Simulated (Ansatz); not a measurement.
C2H10N2Si can be A, `CN(C)N[SiH3]`, or B, `CN([SiH3])CN`.

Isolated molecules relaxed with PBE0-D4/def2-TZVP in Ansatz; ΔE leaves out vibrations. CCSD(T)/CBS is the MP2 limit (def2-TZVPP, def2-QZVPP) plus CCSD(T) − MP2 in def2-TZVPP, frozen cores. Functionals use def2-TZVPP. B3LYP here is the variant with VWN-RPA as its local correlation; programs differ in this. Each species was taken in one conformer, which may not be the lowest.

Q: Which isomer does CCSD(T)/CBS put lower? Give the gap. (An estimate is asked.)

A: The calculation gave: B, by 87.6 kJ/mol.

Q: Give E(B) − E(A) in kJ/mol with MP2/def2-TZVPP, CCSD/def2-TZVPP, CCSD(T)/def2-TZVPP, PBE-D4, ωB97M-V, r2SCAN-D4, B3LYP. (Estimate.)

A: Ansatz gave: MP2/def2-TZVPP -91.3, CCSD/def2-TZVPP -88.1, CCSD(T)/def2-TZVPP -87.9, PBE-D4 -82.5, ωB97M-V -85.3, r2SCAN-D4 -84.8, B3LYP -82.0. None reverses the order clearly.

Largest T1 diagnostic: 0.010.

From PBE to PBE0 (25 % exact exchange), in def2-TZVPP and without D4, E(B) − E(A) moves by −3.2 kJ/mol.
